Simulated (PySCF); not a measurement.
Compound: C₆H₄ClF₂ (doublet state).
Atom-mapped SMILES: `[F:1][C:2]1=[CH:3][C:4]([Cl:5])=[C:6]([F:7])[CH2:8][CH:9]1` (hydrogens: H10 on C3; H11, H12 on C8; H13 on C9)

Computed, not measured: UKS B3LYP, pcH-1 on C Cl F H, non-relativistic, mean-field spin-orbit, GIAO (PySCF 2.14.0). Isolated species at its GFN2-xTB geometry, gas phase. A GFN2-xTB geometry isn't a minimum of the functional, and hyperfine couplings can be far from their values at a DFT geometry. The SCF solution wasn't tested for stability. ⟨S²⟩ is 0.786 where a pure state has 0.75.

(1) What is the g tensor, term by term?

(2) How much does each term add to the isotropic shift?

(3) What effective moment and Curie constant follow for a powder?

(4) At 9.543 GHz, how far is the centre of the isotropic spectrum from where a free electron (g = 2.002319) resonates?

(5) In a frozen sample, at which fields do the three g values resonate at 9.5, 34, 94 and 263 GHz (hyperfine left aside), and which band first spreads them over more than twice a line width of 0.3 mT?

## Answers

(1) 
```tsv
Δg (ppm)	1	2	3
relativistic mass correction	-151	-151	-151
gauge correction	-2	30	28
orbital Zeeman/spin–orbit	34	458	804
total	-120	337	681
```

So g = 2.00220, 2.00266, 2.00300 and g_iso = 2.00262; the tensor is rhombic: the two nearest values differ by 43 % of g3 − g1. Axes: g2 points within 2° of the C8–C9 bond.

(2) The orbital-Zeeman/spin–orbit term 432, the mass correction -151 and the gauge correction 19 ppm, for a total of 299 ppm. The orbital-Zeeman/spin–orbit term is the largest in size. The mass correction is the same along every axis, so the anisotropy comes from the other two: their spans along these axes are 32 (gauge) and 770 ppm (orbital Zeeman/spin–orbit).

(3) With the mean of g² = 4.0105 and S(S+1) = 0.75: μ_eff = √(⟨g²⟩S(S+1)) = 1.734 μB and χT = 0.12505·⟨g²⟩·S(S+1) = 0.376 cm³ K/mol (cgs; spin-Hamiltonian part alone).

(4) B = hν/(g μB) with μB/h = 13.99624 MHz/mT gives 340.52 mT for the free electron and 340.47 mT at g_iso, 0.05 mT lower.

(5) 
```tsv
band	GHz	B(g3) mT	B(g2) mT	B(g1) mT	spread mT
X	9.5	338.87	338.93	339.00	0.14
Q	34.0	1212.79	1213.00	1213.28	0.49
W	94.0	3353.01	3353.59	3354.35	1.34
J	263.0	9381.30	9382.92	9385.06	3.75
```

The spread grows in proportion to the frequency. W band is the first where it exceeds 0.6 mT.

Largest spin populations (Mulliken): C3 (+0.56), C9 (+0.42), C6 (+0.37) and C2 (-0.18). Three atoms exceed +0.15. The positive populations add up to 1.51 and the negative ones to -0.51, together 2S = 1. The angles at C3 add up to 360.0°, so it is planar.

The HOMO–LUMO gaps are 4.74 eV among the α and 4.08 eV among the β orbitals.

The SMILES draws the unpaired electron on C9; the largest computed Mulliken spin population is on C3 (0.56 against 0.42).
